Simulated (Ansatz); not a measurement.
Species: sum formula H₃Si₂OCl₂ (charge 0, doublet). It need not be the lowest isomer of its formula. 
Structure (B3LYP-D3(BJ)/def2-TZVP (Ansatz, an electronic-structure program) minimum search):
SMILES: [SiH3]O[Si](Cl)Cl
```xyz
8

Si    -2.4555    -0.4992     0.1987
O     -0.8657    -0.4813     0.6627
Si     0.5843     0.2225     0.5410
Cl     0.4940     1.7346    -0.8766
Cl     1.9680    -1.1901    -0.0571
H     -3.0591     0.8254     0.4545
H     -2.5390    -0.8237    -1.2405
H     -3.1341    -1.5345     1.0019
```
Charge 0, spin multiplicity 2.

Computed values are from Ansatz. Valence correlation only, unless marked. UHF or UKS for open shells. Spin-orbit coupling is left out. Non-relativistic. Basis-set limits of correlation are two-point, X^-3; Hartree-Fock from the larger set.

atomisation energy De: 2677.9 kJ/mol at CCSD(T)/CBS(cc-pV(T+d)Z,cc-pV(Q+d)Z)
total energy: -1574.8171 Eh at CCSD(T)/CBS(cc-pV(T+d)Z,cc-pV(Q+d)Z)
dipole moment: 1.51 D at CCSD(T)/aug-cc-pV(D+d)Z
T1 diagnostic: 0.012 at CCSD/cc-pV(Q+d)Z
